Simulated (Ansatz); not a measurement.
A made-up structure of BH$_{3}$S$_{2}$O, closed shell:

B1  (0.539, -0.775, -1.050)
S2  (-0.222, 0.717, -0.915)
O3  (-1.303, 0.610, 0.439)
S4  (1.609, -1.224, 0.135)
H5  (-1.820, 1.419, 0.576)
H6  (-1.363, -0.184, 0.994)
H7  (2.693, -0.569, -0.336)
(Å)

It is relaxed with PBE-D4/def2-SVP and then PBE0-D4/def2-TZVP (Ansatz 0.2.0). Atoms count as bonded within 1.22 times the sum of their covalent radii (H–H: 0.88 Å). The end point is not checked to be a true minimum.

Problem. Does its bonding change? (A judgement: the text doesn't fix the answer.)

Solution. The calculation gives: Yes. Formed: B1–O3; broken: S2–O3.

Where it ends: The first stage lowers the energy by 5.75 eV in 47 steps. It ends as BH₃S₂O ([OH2][B]([S])[SH]):
```csv
atom,x (Å),y (Å),z (Å)
B1,0.2688,0.1265,-0.3341
S2,-0.0333,0.7397,-1.8706
O3,-0.9299,0.4775,0.6966
S4,1.4818,-0.8234,0.6167
H5,-1.5523,0.8707,0.0478
H6,-1.3340,-0.2834,1.1416
H7,2.2322,-1.1146,-0.4551
```

Labels in which every atom is bracketed show which atoms are joined, not bond orders.

For scale, one of the runs: PBE0-D4/def2-TZVP relaxation, 154 basis functions, launched by `ansatz run in.yaml --threads 2 --pin off --events-out ev --progress --plain --max-ram 4352MiB`. Hardware: 2 CPU threads of an Arm Neoverse V2, shared host. Wall time about 34 s.
